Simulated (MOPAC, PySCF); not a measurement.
AlCl2I, SMILES `[Cl][Al]([Cl])[I]`, neutral singlet in the gas phase. 

Cartesian coordinates (Å):
```xyz
4

Cl    -1.0979     1.8110    -0.0068
Al    -0.0846     0.0017    -0.0005
Cl    -1.1712    -1.7645    -0.0067
I      2.3536    -0.0482     0.0140
```
Charge 0, multiplicity 1.

All levels are single points at this geometry (PBE0-D3(BJ)/def2-TZVP); Pople sets use spherical d functions. Orbital energies aren't observables, and empty levels follow the basis.

```
level                                    HOMO (eV)  LUMO (eV)  gap (eV)  dipole (D)  vertical IE, Delta-SCF (eV)
---------------------------------------  ---------  ---------  --------  ----------  ---------------------------
PBE-D3(BJ)/def2-TZVP in PySCF                -7.04      -2.32      4.72        0.61                            –
ωB97X-D3(BJ)/def2-TZVP in PySCF             -10.52       0.49     11.00        0.54                        10.52
B3LYP/6-311+G** (LANL2DZ on I) in PySCF      -8.08      -2.03      6.05        0.46                            –
B3LYP/6-31G* (LANL2DZ on I) in PySCF         -8.01      -1.83      6.18        0.30                        10.37
B3LYP/LANL2DZ in PySCF                       -8.29      -2.32      5.98        0.95                            –
BP86/6-31G* (LANL2DZ on I) in PySCF          -7.24      -2.52      4.72        0.30                            –
M06-2X/6-31G* (LANL2DZ on I) in PySCF        -9.23      -1.01      8.22        0.32                            –
PBE/6-31G* (LANL2DZ on I) in PySCF           -7.14      -2.44      4.71        0.32                            –
SVWN5/6-31G* (LANL2DZ on I) in PySCF         -7.23      -2.65      4.58        0.40                        10.20
AM1 in MOPAC                                -11.03      -2.01      9.02        0.06                            –
PM3 in MOPAC                                -10.32      -3.70      6.63        1.51                            –
PM6 in MOPAC                                -10.55      -0.46     10.09        1.19                            –
PM7 in MOPAC                                -10.06      -1.60      8.46        0.57                            –
```
